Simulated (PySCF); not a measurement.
AlH7O2Si2, SMILES [OH][Al]([OH])[SiH2][SiH3].

The structure is a stationary point at B3LYP-D3(BJ)/def2-SVP. The structure was generated by enumeration; whether it is a known compound was not checked. One conformer was computed; it need not be the lowest.

Two levels are set side by side: TDA-PBE/def2-SVPD (PySCF) and TDA-ωB97X/def2-SVPD (PySCF). Vertical, same geometry. The lowest singlet is HOMO→LUMO+1 93 % with PBE and HOMO→LUMO 68 %, HOMO→LUMO+1 16 % with the other functional; states are paired by order. Differences are taken from unrounded values.

```
quantity                               TDA-ωB97X  TDA-PBE  TDA-PBE minus TDA-ωB97X
-------------------------------------  ---------  -------  -----------------------
lowest singlet excitation (eV)              6.35     5.56                    -0.79
lowest triplet excitation (TDA) (eV)        5.13     4.57                    -0.56
first bright state (f over 0.05) (eV)       6.35     5.56                    -0.79
its oscillator strength                     0.21     0.09                    -0.12
```

A lower first singlet is the usual sign of a functional without exact exchange. Differences between two approximate levels are no errors against the true value.

Rough cost on one machine, each run with all the roots and properties that it gave: TDA-ωB97X against TDA-PBE about 5 times.
